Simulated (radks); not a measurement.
Values are calculated unless marked as measured or tabulated.
Question: These are the eigenvalues of the occupied orbitals of an atom or ion with whole-number occupations (hartree). Level of theory: Dirac Kohn-Sham, LDA (Slater exchange, Perdew-Wang correlation), spin-unpolarised, spherical densities, finite nucleus; Fermi nuclear charge, rms radius of each element as measured or else 0.836 A^(1/3) + 0.57 fm (a radial shooting solver on a logarithmic mesh with Libxc functionals).

1s1/2: -2031.706
2s1/2: -439.4988
2p1/2: -425.5824
2p3/2: -397.4772
3s1/2: -174.5322
3p1/2: -169.4433
3p3/2: -162.1721

Which element is it, and in what charge state? The configuration may be excited. Open shells, if any, are shared by 2j + 1.

Answer: Z = 65, terbium, charge +50: Tb50+ in [Ne] 3s2 3p3. The list shows which subshells hold electrons but not how many an open one holds; the 1s level, -2031.7 hartree, gives Z - s = 63.7 by -(Z - s)^2/2, which with screening and relativity narrows Z to a few neighbours, and the depths of the outer levels then fix element, charge and occupations together.
